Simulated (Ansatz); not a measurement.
Consider the cleavage of the B–Si bond: `OCB(F)[SiH2]Cl` + H₂S → `OCB(F)S` + `[SiH3]Cl`.

Isolated molecules relaxed with PBE0-D4/def2-TZVP in Ansatz; ΔE leaves out vibrations. CBS: MP2 limit from def2 TZ/QZ plus the TZ coupled-cluster correction, frozen cores. This one scheme is used for every species. DFT in def2-TZVPP. Each species was taken in one conformer, which may not be the lowest.

`OCB(F)[SiH2]Cl`:

```xyz
11

O    -1.778    0.229   -0.579
C    -0.665    1.082   -0.766
B     0.633    0.692    0.018
F     1.661    1.529   -0.015
Si    0.800   -1.069    1.043
Cl    0.147   -2.540   -0.279
H    -1.528   -0.666   -0.831
H    -0.419    1.219   -1.834
H    -0.973    2.081   -0.426
H    -0.068   -1.131    2.244
H     2.190   -1.425    1.424
```

H₂S:

```xyz
3

S    -0.301   -0.332    0.427
H     0.863    0.333    0.419
H    -0.562    0.000   -0.846
```

`OCB(F)S`:

```xyz
9

O    -1.352   -0.406    1.267
C    -0.076   -0.334    0.666
B    -0.042    0.396   -0.724
F    -1.141    1.028   -1.132
S     1.389    0.488   -1.814
H    -1.914    0.268    0.877
H     0.305   -1.357    0.554
H     0.641    0.169    1.337
H     2.190   -0.253   -1.031
```

`[SiH3]Cl`:

Z-matrix (Å, degrees):
```
Si
Cl 1 2.054
H 1 1.481 2 108.5
H 1 1.481 2 108.5 3 -120.0
H 1 1.481 2 108.5 3 120.0
```

```
             level  ΔE (kJ/mol)
       LDA (SPW92)        -95.3
    MP2/def2-QZVPP       -106.3
SCS-MP2/def2-QZVPP       -104.4
     MP2/CBS(def2)       -106.1
```

**Question.** What does CCSD(T)/CBS give? (Estimate.)

**Answer.** The calculation gave: -98.3 kJ/mol. The listed levels differ from it by 3.0, -8.0, -6.1, -7.8 kJ/mol.

Largest T1 diagnostic among the species: 0.012.

Leaving LDA and LC-ωPBE aside and taking each functional with its dispersion term where it has one, the values, not all of them listed here, spread over 10.7 kJ/mol, from PBE-QIDH to BLYP-D4. The D4 term adds +5.1 kJ/mol with B3LYP and +3.2 kJ/mol with PBE0; it sums over pairs of atoms, weighted by their polarisabilities, and B3LYP, whose exchange is more repulsive, gets the larger term. From BLYP to BHLYP (50 % exact exchange), in def2-TZVPP and without D4, ΔE moves by −4.9 kJ/mol.

B3LYP here is the variant with VWN-RPA as its local correlation; programs differ in this.
